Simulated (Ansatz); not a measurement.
System: C₅H₆Si (charge 0, singlet). 
Structure (B3LYP-D3(BJ)/def2-TZVP (Ansatz, a program for electronic structure) minimum search):
```xyz
12

C      3.0579     1.1372     0.2799
C      1.8598     1.1296     0.1985
C      0.4170     1.0429     0.0955
Si    -0.1361    -0.7620    -0.0584
C     -1.9588    -0.8082    -0.1844
C     -3.1620    -0.8129    -0.2660
H      4.1169     1.1632     0.3531
H     -0.0644     1.4813     0.9741
H      0.0539     1.5943    -0.7763
H      0.2882    -1.5182     1.1371
H      0.4509    -1.3626    -1.2731
H     -4.2235    -0.8222    -0.3383
```

Property: vertical ionisation energy (to the doublet state of charge +1; each state is the SCF solution reached for its spin), in eV. Cores are frozen in the correlated levels unless marked. UHF or UKS for open shells. Spin-orbit coupling is left out. Non-relativistic. Basis-set limits of correlation are two-point, X^-3; Hartree-Fock from the larger set. The bracket is a focal-point correction in the basis named.

| level | program | vertical ionisation energy (eV) |
|---|---|---|
| SVWN5/def2-TZVPD | Ansatz | 9.33 |
| PBE/def2-TZVPD | Ansatz | 9.12 |
| r2SCAN/def2-TZVPD | Ansatz | ? |
| B3LYP/def2-TZVPD | Ansatz | ? |
| PBE0/def2-TZVPD | Ansatz | 9.44 |
| BHLYP/def2-TZVPD | Ansatz | 9.54 |
| CAM-B3LYP/def2-TZVPD | Ansatz | ? |
| wB97M-V/def2-TZVPD | Ansatz | 9.72 |
| wB97X-V/def2-TZVPD | Ansatz | ? |
| CCSD/aug-cc-pV(D+d)Z | Ansatz | 9.77 |
| CCSD/aug-cc-pV(T+d)Z | Ansatz | 9.86 |
| RI-MP2/CBS(aug-cc-pV(T+d)Z,aug-cc-pV(Q+d)Z)+[CCSD(T)-MP2]/aug-cc-pV(T+d)Z | Ansatz | 10.02 |

### Question
Some entries are withheld; supply them.

### Answer

- r2SCAN/def2-TZVPD, vertical ionisation energy (eV): 9.19
- B3LYP/def2-TZVPD, vertical ionisation energy (eV): 9.40
- CAM-B3LYP/def2-TZVPD, vertical ionisation energy (eV): 9.69
- wB97X-V/def2-TZVPD, vertical ionisation energy (eV): 9.74
